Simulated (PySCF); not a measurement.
C2H9NOSi (SMILES CO[SiH](C)N), singlet, geometry from GFN2-xTB, with bond 10-3 at 1.8 times its length; CASSCF(6,6)/6-31G (PySCF).

The PySCF input:
```python
from pyscf import gto, scf, mcscf
import numpy

mol = gto.Mole()
mol.atom = '''
    Si    0.312556    0.127297   -0.463401
    C     1.887554   -0.915005   -0.309275
    N     0.359202    1.733085    0.187368
    O    -0.766951   -0.747428    0.380255
    C    -2.104879   -0.430676    0.616102
    H    -0.084718    0.341137   -1.859320
    H     1.775878   -1.883669   -0.783731
    H     2.160315   -1.088483    0.727509
    H     2.718572   -0.408465   -0.789963
    H     1.468261    2.946388   -0.574482
    H     0.391489    1.835758    1.190471
    H    -2.696511   -0.574412   -0.291392
    H    -2.478071   -1.095863    1.396355
    H    -2.212937    0.606617    0.938982
'''
mol.basis = '6-31g'
mol.charge = 0
mol.spin = 0
mol.verbose = 4
mol.build()

mf = scf.RHF(mol)
mf.kernel()
mc = mcscf.CASSCF(mf, 6, 6)
mc.fix_spin_(ss=0.0)
mc.kernel()
occ = numpy.linalg.eigvalsh(mc.fcisolver.make_rdm1(mc.ci, mc.ncas, mc.nelecas))[::-1]
ss = mc.fcisolver.spin_square(mc.ci, mc.ncas, mc.nelecas)[0]
print('natural occupations', occ.round(4), ' <S^2>', round(ss, 4))
```

### Question
Write the output that PySCF gives for this input, abridged.

### Answer

```
PySCF version 2.14.0

[INPUT] verbose = 4
[INPUT] num. atoms = 14
[INPUT] num. electrons = 50
[INPUT] charge = 0
[INPUT] spin (= nelec alpha-beta = 2S) = 0
[INPUT] symmetry False subgroup None
[INPUT] Mole.unit = angstrom
[INPUT] Symbol           X                Y                Z      unit          X                Y                Z       unit  Magmom
[...]
nuclear repulsion = 250.011320803576
number of shells = 45
number of NR pGTOs = 170
number of NR cGTOs = 67
basis = 6-31g
ecp = {}

******** <class 'pyscf.scf.hf.RHF'> ********
method = RHF
initial guess = minao
damping factor = 0
level_shift factor = 0
DIIS = <class 'pyscf.scf.diis.CDIIS'>
diis_start_cycle = 1
diis_space = 8
diis_damp = 0
SCF conv_tol = 1e-09
SCF conv_tol_grad = None
SCF max_cycles = 50
direct_scf = True
direct_scf_tol = 1e-13
Set gradient conv threshold to 3.16228e-05
Initial guess from minao.
init E= -499.355061379451
[...]
cycle= 1 E= -498.867066544127  delta_E= 0.488  |g|= 0.541  |ddm|= 3.14
[...]
cycle= 2 E= -498.93038203336  delta_E= -0.0633  |g|= 0.35  |ddm|= 0.748
[...]
cycle= 3 E= -498.955641490863  delta_E= -0.0253  |g|= 0.0533  |ddm|= 0.297
[...]
cycle= 4 E= -498.957352865491  delta_E= -0.00171  |g|= 0.0203  |ddm|= 0.107
[...]
cycle= 5 E= -498.957528650283  delta_E= -0.000176  |g|= 0.00731  |ddm|= 0.0321
[...]
cycle= 6 E= -498.957572994074  delta_E= -4.43e-05  |g|= 0.00315  |ddm|= 0.0179
[...]
cycle= 7 E= -498.957580658446  delta_E= -7.66e-06  |g|= 0.00112  |ddm|= 0.00787
[...]
cycle= 8 E= -498.957582849466  delta_E= -2.19e-06  |g|= 0.000624  |ddm|= 0.00387
[...]
cycle= 9 E= -498.957583949501  delta_E= -1.1e-06  |g|= 0.000279  |ddm|= 0.00341
[...]
cycle= 10 E= -498.957584163297  delta_E= -2.14e-07  |g|= 9.89e-05  |ddm|= 0.00174
[...]
cycle= 11 E= -498.957584180793  delta_E= -1.75e-08  |g|= 1.95e-05  |ddm|= 0.000562
[...]
cycle= 12 E= -498.957584181188  delta_E= -3.95e-10  |g|= 4.59e-06  |ddm|= 7.53e-05
[...]
Extra cycle  E= -498.957584181204  delta_E= -1.51e-11  |g|= 2.14e-06  |ddm|= 9.07e-06
converged SCF energy = -498.957584181204

******** <class 'pyscf.mcscf.mc1step.CASSCF'> ********
CAS (3e+3e, 6o), ncore = 22, nvir = 39
max_cycle_macro = 50
max_cycle_micro = 4
conv_tol = 1e-07
conv_tol_grad = None
orbital rotation max_stepsize = 0.02
orbital rotation threshold for CI restart = 0.01
augmented hessian ah_max_cycle = 30
augmented hessian ah_conv_tol = 1e-12
augmented hessian ah_linear dependence = 1e-14
augmented hessian ah_level shift = 1e-08
[...]
CASCI E = -498.978766965904  S^2 = 0.0000000
[...]
macro iter   3 ( 21 JK    4 micro), CASSCF E = -499.035963221378  dE = -9.73986318e-03  S^2 = 0.0000000
               |grad[o]|=0.0266  |grad[c]|=0.0103  |ddm|=0.0606  |maxRot[o]|=0.313
macro iter   4 ( 21 JK    4 micro), CASSCF E = -499.047866568883  dE = -1.19033475e-02  S^2 = 0.0000000
               |grad[o]|=0.0205  |grad[c]|=0.0188  |ddm|=0.0793  |maxRot[o]|=0.205
macro iter   5 ( 17 JK    4 micro), CASSCF E = -499.059180420325  dE = -1.13138514e-02  S^2 = 0.0000000
               |grad[o]|=0.021  |grad[c]|=0.0429  |ddm|=0.0414  |maxRot[o]|=0.196
macro iter   6 ( 21 JK    4 micro), CASSCF E = -499.062225491055  dE = -3.04507073e-03  S^2 = 0.0000000
               |grad[o]|=0.016  |grad[c]|=0.0246  |ddm|=0.0115  |maxRot[o]|=0.132
macro iter   7 ( 21 JK    4 micro), CASSCF E = -499.063226681790  dE = -1.00119074e-03  S^2 = 0.0000000
               |grad[o]|=0.0106  |grad[c]|=0.0192  |ddm|=0.00929  |maxRot[o]|=0.0734
macro iter   8 ( 19 JK    4 micro), CASSCF E = -499.063203120456  dE =  2.35613346e-05  S^2 = 0.0000000
               |grad[o]|=0.00743  |grad[c]|=0.00607  |ddm|=0.00232  |maxRot[o]|=0.0194
macro iter   9 ( 21 JK    4 micro), CASSCF E = -499.064073695167  dE = -8.70574711e-04  S^2 = 0.0000000
               |grad[o]|=0.00707  |grad[c]|=0.00173  |ddm|=0.000943  |maxRot[o]|=0.0511
macro iter  10 ( 14 JK    4 micro), CASSCF E = -499.064219961063  dE = -1.46265896e-04  S^2 = 0.0000000
               |grad[o]|=0.00292  |grad[c]|=0.00131  |ddm|=0.00048  |maxRot[o]|=0.0244
macro iter  11 ( 14 JK    3 micro), CASSCF E = -499.064248184841  dE = -2.82237782e-05  S^2 = 0.0000000
               |grad[o]|=0.00126  |grad[c]|=0.000352  |ddm|=0.000247  |maxRot[o]|=0.0122
macro iter  12 (  7 JK    2 micro), CASSCF E = -499.064248692474  dE = -5.07633217e-07  S^2 = 0.0000000
               |grad[o]|=0.000178  |grad[c]|=3.33e-05  |ddm|=5.42e-05  |maxRot[o]|=0.00176
macro iter  13 (  1 JK    1 micro), CASSCF E = -499.064248692580  dE = -1.05785602e-10  S^2 = 0.0000000
               |grad[o]|=2.06e-05  |grad[c]|=1.06e-05  |ddm|=1.17e-05  |maxRot[o]|=    0
1-step CASSCF converged in  13 macro (219 JK  46 micro) steps
CASSCF canonicalization
Density matrix diagonal elements [1.9606233  1.86625936 1.95793247 0.16897333 0.02383678 0.02237476]
CASSCF energy = -499.064248692580
CASCI E = -499.064248692580  E(CI) = -10.2029160645374  S^2 = 0.0000000
natural occupations [1.9809 1.9764 1.83   0.1713 0.0227 0.0187]  <S^2> 0.0
```
